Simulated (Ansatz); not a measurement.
Gas-phase electronic energies from Ansatz, PBE0-D4/def2-TZVP geometries. CCSD(T)/CBS adds triple-zeta CCSD(T) − MP2 to the extrapolated MP2 energy (def2 sets, frozen cores). DFT in def2-TZVPP. B3LYP here is the variant with VWN-RPA as its local correlation; programs differ in this. def2 core potentials past Kr. For Sn outer-core shells are correlated without core-valence functions, which leaves a few kJ/mol of doubt a bond. One conformer a species, not always the lowest.

`S[SiH2][SnH3]` + `COC=N` → `CO[C](=N)[SnH3]` + `[SiH3]S`  (formal exchange of groups at the Sn–Si bond)

```json
{"level": "B3LYP", "ΔE (kJ/mol)": "65.0"}
{"level": "MP2/CBS(def2)", "ΔE (kJ/mol)": "64.3"}
```

**Question.** What does CCSD(T)/CBS give? (An estimate is asked.)

**Answer.** The calculation gave: +63.9 kJ/mol. The listed levels differ from it by 1.1, 0.4 kJ/mol.

Largest T1 diagnostic among the species: 0.014.

From PBE to PBE0 (25 % exact exchange), in def2-TZVPP and without D4, ΔE moves by +3.0 kJ/mol. In def2-TZVPP, CCSD(T) changes the Hartree–Fock value by −7.5 kJ/mol (the triples alone add −2.3 kJ/mol) and MP2 by −7.1 kJ/mol.
